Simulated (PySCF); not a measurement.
Atomic charges by several schemes

Compound: C₅H₁₂FPSi.
Structure used (PBE0-D3(BJ)/def2-SVP), in Å, numbered top down from 1:
```
atom  x, y, z in Å
C1    -1.6332   -1.1207    0.6012
Si2   -0.6311    0.1639   -0.3364
C3    -1.7000    1.6521   -0.7632
C4     0.0762   -0.5919   -1.9055
C5     0.8046    0.7625    0.7588
P6     1.8211   -0.6082    1.4813
C7     3.0011   -0.7395    0.2964
F8     3.9704   -1.6452    0.3676
H9    -2.0605   -0.7022    1.5263
H10   -2.4655   -1.4943   -0.0163
H11   -1.0068   -1.9832    0.8796
H12   -2.5538    1.3566   -1.3938
H13   -1.1209    2.4086   -1.3166
H14   -2.1014    2.1305    0.1442
H15    0.7215   -1.4533   -1.6735
H16   -0.7309   -0.9431   -2.5680
H17    0.6758    0.1415   -2.4683
H18    1.4274    1.4702    0.1860
H19    0.3808    1.3264    1.6072
H20    3.0890   -0.1152   -0.6049
```

Density: PBE0/pcSseg-1 (PySCF); schemes: Mulliken, IAO, Hirshfeld and ESP-fitted. The structure is a single PBE0-D3(BJ)/def2-SVP conformer in the gas phase; no vibrational or solvent corrections.

Do the Mulliken, IAO, Hirshfeld and ESP-fitted schemes agree on where the charge is lowest?

The schemes don't all agree: Mulliken C5 (-0.793); IAO C5 (-0.730); Hirshfeld C4 (-0.219); ESP-fitted C3 (-0.963).

At which atom do the 4 schemes differ most?

At C3: from -0.963 (ESP-fitted) to -0.215 e (Hirshfeld), 0.748 e apart.

For which atoms does the sign change between the 4 schemes (beyond +0.03 e in one, beyond −0.03 e in another)?

P6 and C7.

What partial charge does each atom carry?

In e:

```tsv
atom	environment	Mulliken	IAO	Hirshfeld	ESP-fitted
C1	Si-methyl carbon	-0.620	-0.721	-0.218	-0.601
Si2	four-coordinate silicon	+0.899	+1.103	+0.399	+0.981
C3	Si-methyl carbon	-0.616	-0.717	-0.215	-0.963
C4	Si-methyl carbon	-0.616	-0.720	-0.219	-0.646
C5	sp3 carbon bound to silicon	-0.793	-0.730	-0.208	-0.207
P6	phosphorus bonded to 2 C	+0.272	+0.326	+0.076	-0.177
C7	carbon bonded to F, P and H	-0.025	-0.105	-0.018	+0.072
F8	fluorine bonded to C	-0.253	-0.244	-0.080	-0.138
H9	methyl hydrogen	+0.140	+0.150	+0.040	+0.131
H10	methyl hydrogen	+0.140	+0.151	+0.042	+0.134
H11	methyl hydrogen	+0.151	+0.155	+0.035	+0.117
H12	methyl hydrogen	+0.141	+0.151	+0.041	+0.234
H13	methyl hydrogen	+0.138	+0.149	+0.040	+0.208
H14	methyl hydrogen	+0.139	+0.149	+0.041	+0.201
H15	methyl hydrogen	+0.152	+0.153	+0.034	+0.124
H16	methyl hydrogen	+0.143	+0.152	+0.042	+0.146
H17	methyl hydrogen	+0.136	+0.146	+0.038	+0.136
H18	methylene hydrogen	+0.168	+0.151	+0.040	+0.039
H19	methylene hydrogen	+0.177	+0.160	+0.041	+0.099
H20	hydrogen on C7	+0.126	+0.142	+0.048	+0.112
```

Mean size of the charges over all atoms: IAO 0.324 e, Mulliken 0.292 e, ESP-fitted 0.273 e, Hirshfeld 0.096 e. Each set sums to the total charge, 0, to within 0.001 e. The Hirshfeld scheme weights the molecular density at each point by an atom's share of the summed free-atom densities.

Sum the charges by element, for elements with more than one atom.

```tsv
element	atoms	Mulliken	IAO	Hirshfeld	ESP-fitted
C	5	-2.670	-2.993	-0.879	-2.345
H	12	+1.752	+1.808	+0.482	+1.679
```

How closely do the schemes follow one another over all atoms?

Correlation coefficient and root-mean-square difference: Mulliken with IAO 0.99, 0.066 e; IAO with Hirshfeld 0.99, 0.297 e; Mulliken with Hirshfeld 0.98, 0.253 e; Hirshfeld with ESP-fitted 0.92, 0.269 e; IAO with ESP-fitted 0.90, 0.187 e; Mulliken with ESP-fitted 0.88, 0.192 e.

The run behind these numbers computed NMR shieldings as well. The run took 49 s (grids of density and orbitals included) on one thread of an Arm Neoverse V1, shared host, and the process peaked at 0.98 GiB of memory.
